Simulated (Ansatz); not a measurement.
CH$_{6}$BClGe, SMILES `ClC[BH][GeH3]`, 10 atoms. Total charge 0; spin multiplicity 1. Correlated methods include outer-core shells of Ge, which these sets cover unevenly. Scalar relativity is left out up to krypton. All runs use 4 threads of an Intel Xeon 6975P-C on a shared host. Correlated methods freeze the cores.

(1) Give the basis size and wall time and peak host memory of each of these runs in Ansatz. RKS ωB97M-V/def2-QZVPP energy; RKS PBE0-D4/def2-QZVPP energy; RKS PBE0-D4/def2-TZVP frequencies; RKS PBE0-D4/def2-TZVP relaxation (6 steps); RKS revPBE-D4/def2-TZVPP energy; RKS PBE0-D4/def2-TZVPP energy; RKS ωB97M-V/def2-SVP energy; RKS r2SCANh-D4/def2-TZVPP energy; RKS r2SCAN0-D4/def2-TZVPP energy; direct RPA on PBE orbitals/def2-TZVPP energy; RHF-CCSD(T)/def2-SVP energy; RHF-CCSD(T)/def2-TZVPP energy. (Best estimate.)

Answers

(1) Computed: Other jobs shared the machine, so times are rough.

| level | job | functions | wall time | peak host memory (GiB) |
| --- | --- | --- | --- | --- |
| RKS revPBE-D4/def2-TZVPP | energy | 236 | 1 s | 0.32 |
| RKS PBE0-D4/def2-TZVPP | energy | 236 | 1.6 s | 0.64 |
| RKS ωB97M-V/def2-SVP | energy | 108 | 2.4 s | 0.35 |
| RKS r2SCAN0-D4/def2-TZVPP | energy | 236 | 2.5 s | 0.67 |
| RKS r2SCANh-D4/def2-TZVPP | energy | 236 | 2.5 s | 0.66 |
| direct RPA on PBE orbitals/def2-TZVPP | energy | 236 | 2.5 s | 0.53 |
| RHF-CCSD(T)/def2-SVP | energy | 108 | 2.8 s | 0.5 |
| RKS PBE0-D4/def2-QZVPP | energy | 453 | 4.8 s | 1.8 |
| RKS ωB97M-V/def2-QZVPP | energy | 453 | 9.5 s | 2.1 |
| RKS PBE0-D4/def2-TZVP | relaxation (6 steps) | 183 | 11 s | 0.51 |
| RHF-CCSD(T)/def2-TZVPP | energy | 236 | 30 s | 4.5 |
| RKS PBE0-D4/def2-TZVP | frequencies | 183 | 73 s | 0.55 |
